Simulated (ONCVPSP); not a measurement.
# Transferability test, ONCV potential for Zr (Z = 40)

* Element: zirconium (Zr)
* Generator: ONCVPSP 4.0.1
* Type: optimised norm-conserving Vanderbilt (ONCV)
* Functional: PW91
* Relativity: fully relativistic
* Frozen core: [Ar] 3d10
* Valence charge: 12
* Reference configuration: 4s2 4p6 4d2 5s2
* Partial waves: 4s+5s: rc 2.00 bohr, ncon 4, nbas 9, qcut 6.8 1/bohr, 2 projectors; 4p: rc 1.30 bohr, ncon 4, nbas 7, qcut 7.1 1/bohr, 2 projectors, debl 2.7 Ha; 4d: rc 2.50 bohr, ncon 5, nbas 9, qcut 6.8 1/bohr, 2 projectors, debl 3.8 Ha
* Local potential: polynomial inside 1.25 bohr (lpopt 5, dvloc0 2 Ha)
* Core correction: none

Open shells are filled in proportion to 2j + 1.

Energies are relative to the spin-unpolarised reference configuration 4s2 4p6 4d2 5s2; without spin polarisation the order of configurations can differ from experiment.

(1) Give the all-electron excitation energy and the error of the potential for: 4s2 4p6 4d2 5s1; 4s2 4p6 4d2 5s0; 4s2 4p6 4d1 5s0; 4s2 4p6 4d3 5s1.

Levels in the configuration 4s2 4p6 4d2 5s0:

```
   level  all-electron (eV)  pseudo (eV)
4s j=1/2            -69.042      -69.071
4p j=3/2            -46.406      -46.420
4p j=1/2            -48.193      -48.209
4d j=5/2            -17.287      -17.287
4d j=3/2            -17.443      -17.443
```

Results:

(1)

```
valence configuration  charge  ΔE all-electron (eV)  error AE − PS (meV)
      4s2 4p6 4d2 5s1      +1                 7.190                 -0.2
      4s2 4p6 4d2 5s0      +2                20.168                 -1.6
      4s2 4p6 4d1 5s0      +3                42.852                 +3.9
      4s2 4p6 4d3 5s1       0                 1.199                  0.0
```
